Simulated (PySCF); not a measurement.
Species: C₆H₁₃PS.
Geometry (PBE0-D3(BJ)/def2-SVP, Å), atoms numbered from 1 in this order:
```
atom  x, y, z in Å
C1    -1.7342    1.6534   -0.0158
C2    -1.9018    0.3307   -0.1464
C3    -3.2506   -0.3149    0.0017
P4    -0.5657   -0.8357   -0.6292
C5    -0.4974   -1.9018    0.8833
C6     0.9449    0.2038   -0.3308
S7     2.4262   -0.7967   -0.6217
C8     3.6765    0.3579   -0.0263
H9    -0.7633    2.1430   -0.1200
H10   -2.5887    2.3060    0.1935
H11   -3.2803   -0.9811    0.8799
H12   -4.0424    0.4387    0.1235
H13   -3.4933   -0.9354   -0.8765
H14   -1.3612   -2.5820    0.9004
H15   -0.4786   -1.3108    1.8124
H16    0.4161   -2.5119    0.8262
H17    0.9472    0.6008    0.6997
H18    0.9277    1.0508   -1.0362
H19    4.6538   -0.1251   -0.1670
H20    3.5434    0.5822    1.0432
H21    3.6627    1.2951   -0.6035
```

Computed with PBE0-D3(BJ)/def2-SVP geometry optimisation, gas phase (PySCF).

Take the most abundant isotopes and a rigid rotor. The values belong to one conformer with, in the numbering `[CH2:1]=[C:2]([CH3:3])[P:4]([CH3:5])[CH2:6][S:7][CH3:8]`, C1–C2–P4–C5 118°, C2–P4–C6–S7 176°, P4–C6–S7–C8 -172°.

**Question.** What are A, B and C (MHz)?

**Answer.** Ia = 171.97, Ib = 714.41, Ic = 816.31 u·Å²; 505379 MHz·u·Å²/I gives A = 2939, B = 707.4, C = 619.1 MHz.

**Question.** Classify the top.

**Answer.** A near-prolate asymmetric top. Ray's parameter κ = (2B − A − C)/(A − C) = -0.924; −1 is the prolate and +1 the oblate limit.

**Question.** Is it planar, by Δ = Ic − Ia − Ib?

**Answer.** Not planar: Δ = Ic − Ia − Ib = -70.07 u·Å². For a rigid frame Δ = −2 Σ m c², so Σ m c² = 35.03 u·Å² lies off the ab plane: 10.85 from hydrogen and 24.18 from heavier atoms. The atom farthest from that plane is 1.88 Å away.

**Question.** Give the other two planar moments, Paa and Pbb, and the rms extents of the mass along the axes.

**Answer.** Paa = Σ m a² = (Ib + Ic − Ia)/2 = 679.38 and Pbb = Σ m b² = (Ia + Ic − Ib)/2 = 136.94 u·Å². With the mass M = 148.05 u, the rms extents √(P/M) along a, b and c are 2.14, 0.96, 0.49 Å.

**Question.** Where do the levels up to J = 2 lie, in MHz?

**Answer.** Above 0(0,0):
J = 1: 1(0,1) 1327, 1(1,1) 3558, 1(1,0) 3646
J = 2: 2(0,2) 3977, 2(1,2) 6123, 2(1,1) 6388, 2(2,1) 13082, 2(2,0) 13084
The levels of one J sum to (2J + 1)J(J + 1)(A + B + C)/3.

**Question.** Which types of transition are allowed, and where do some lines up to J = 2 fall?

**Answer.** The dipole components are |μa| = 0.26 D, |μb| = 1.20 D, |μc| = 1.81 D. The squared components, which scale the intensities, stand as 0.02 : 0.44 : 1.00 (a : b : c). Some of the stronger lines:

```csv
type,branch,"J(Ka,Kc)",MHz,lower level (cm⁻¹)
b,R,"2(0,2) ← 1(1,1)",419,0.119
a,R,"1(0,1) ← 0(0,0)",1327,0.000
c,Q,"2(1,2) ← 2(0,2)",2146,0.133
c,Q,"1(1,1) ← 1(0,1)",2231,0.044
b,Q,"1(1,0) ← 1(0,1)",2320,0.044
b,Q,"2(1,1) ← 2(0,2)",2411,0.133
a,R,"2(1,2) ← 1(1,1)",2565,0.119
a,R,"2(0,2) ← 1(0,1)",2650,0.044
a,R,"2(1,1) ← 1(1,0)",2741,0.122
b,R,"1(1,1) ← 0(0,0)",3558,0.000
c,R,"1(1,0) ← 0(0,0)",3646,0.000
b,R,"2(1,2) ← 1(0,1)",4796,0.044
c,R,"2(1,1) ← 1(0,1)",5061,0.044
c,Q,"2(2,1) ← 2(1,1)",6694,0.213
b,Q,"2(2,0) ← 2(1,1)",6697,0.213
b,Q,"2(2,1) ← 2(1,2)",6959,0.204
b,R,"2(2,1) ← 1(1,0)",9435,0.122
c,R,"2(2,0) ← 1(1,0)",9438,0.122
c,R,"2(2,1) ← 1(1,1)",9524,0.119
b,R,"2(2,0) ← 1(1,1)",9526,0.119
```

Whether it is a minimum is left open (no frequencies). Constants of a rigid frame at the computed geometry: no zero-point averaging, no centrifugal distortion. A rigid rotor knows nothing of internal rotation, which can split or shift real lines.
